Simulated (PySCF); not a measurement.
Compound: C3H9NSi.
Atom-mapped SMILES: `[CH3:1][C:2]([CH3:3])=[N:4][SiH3:5]` (hydrogens: H6, H7, H8 on C1; H9, H10, H11 on C3; H12, H13, H14 on Si5)

Computed by this run: PBE0-D3(BJ)/def2-SVP geometry optimisation, gas phase in PySCF 2.14.0; density fitting, grid level 1; the optimiser is geomeTRIC in internal coordinates, started from a GFN2-xTB structure with every atom displaced at random (about 0.01 Å).

Geometry at step 0:
```
atom  x, y, z in Å
C1     -0.9670   -1.1220    0.5802
C2     -0.4101    0.2696    0.3680
C3     -1.4096    1.4001    0.4702
N4      0.8290    0.5289    0.1120
Si5     2.2589   -0.3292   -0.1229
H6     -1.6516   -1.0991    1.4384
H7     -1.5670   -1.3681   -0.3000
H8     -0.1858   -1.8283    0.7038
H9     -2.2458    1.2257   -0.1505
H10    -1.7571    1.4689    1.5126
H11    -0.9248    2.3380    0.2160
H12     2.6445    0.0166   -1.4766
H13     2.2455   -1.7783    0.0228
H14     3.1336    0.2623    0.8983
```

**Question.** What forces act on the atoms?

**Answer.** 
```json
{"atom": "C1", "Fx (eV/Å)": "-0.771", "Fy (eV/Å)": "1.635", "Fz (eV/Å)": "-0.150"}
{"atom": "C2", "Fx (eV/Å)": "1.581", "Fy (eV/Å)": "0.348", "Fz (eV/Å)": "-0.307"}
{"atom": "C3", "Fx (eV/Å)": "1.556", "Fy (eV/Å)": "-0.237", "Fz (eV/Å)": "1.130"}
{"atom": "N4", "Fx (eV/Å)": "-3.180", "Fy (eV/Å)": "0.367", "Fz (eV/Å)": "0.483"}
{"atom": "Si5", "Fx (eV/Å)": "0.347", "Fy (eV/Å)": "0.260", "Fz (eV/Å)": "0.349"}
{"atom": "H6", "Fx (eV/Å)": "-0.005", "Fy (eV/Å)": "-0.238", "Fz (eV/Å)": "0.111"}
{"atom": "H7", "Fx (eV/Å)": "-0.191", "Fy (eV/Å)": "-0.245", "Fz (eV/Å)": "-0.218"}
{"atom": "H8", "Fx (eV/Å)": "0.893", "Fy (eV/Å)": "-1.044", "Fz (eV/Å)": "0.221"}
{"atom": "H9", "Fx (eV/Å)": "-1.405", "Fy (eV/Å)": "-0.258", "Fz (eV/Å)": "-0.968"}
{"atom": "H10", "Fx (eV/Å)": "-0.147", "Fy (eV/Å)": "-0.014", "Fz (eV/Å)": "0.035"}
{"atom": "H11", "Fx (eV/Å)": "0.148", "Fy (eV/Å)": "0.312", "Fz (eV/Å)": "-0.175"}
{"atom": "H12", "Fx (eV/Å)": "0.519", "Fy (eV/Å)": "0.073", "Fz (eV/Å)": "-0.793"}
{"atom": "H13", "Fx (eV/Å)": "0.030", "Fy (eV/Å)": "-0.953", "Fz (eV/Å)": "0.084"}
{"atom": "H14", "Fx (eV/Å)": "0.625", "Fy (eV/Å)": "-0.006", "Fz (eV/Å)": "0.197"}
```

The largest, 3.24 eV/Å, acts on N4; the rms over all components is 0.818 eV/Å. The forces sum to zero within rounding, as they must for an isolated molecule in no field.

**Question.** Give the force on N4 in Eh/bohr and in nN.

**Answer.** 3.238 eV/Å ÷ 51.422 = 0.06296 Eh/bohr, and 3.238 eV/Å × 1.602 = 5.19 nN.

**Question.** How far is this geometry from the end of the optimisation?

**Answer.** 0.241 eV above it, and 0.097 Å rms away after alignment. The bonds farthest from their final lengths, with half the difference of the two atoms' forces along the bond (positive lengthens):

| bond | now (Å) | final (Å) | force along bond (eV/Å) |
| --- | --- | --- | --- |
| N4–Si5 | 1.684 | 1.736 | +1.53 |
| Si5–H13 | 1.456 | 1.505 | +0.59 |
| C3–H9 | 1.056 | 1.102 | +1.79 |
| Si5–H12 | 1.449 | 1.493 | +0.53 |
| C1–H8 | 1.060 | 1.097 | +1.53 |
| Si5–H14 | 1.469 | 1.493 | -0.02 |

The angle farthest from its final value is N4–Si5–H14, 101.7° against 107.6°.

Of the 6 listed bonds off by 0.010 Å or more, this force points towards the final length in 5.

The cost below is that of the whole optimisation. The run took 55 s on one thread, Arm Neoverse V1 (aarch64) (shared host), and the process peaked at 0.51 GiB of memory.
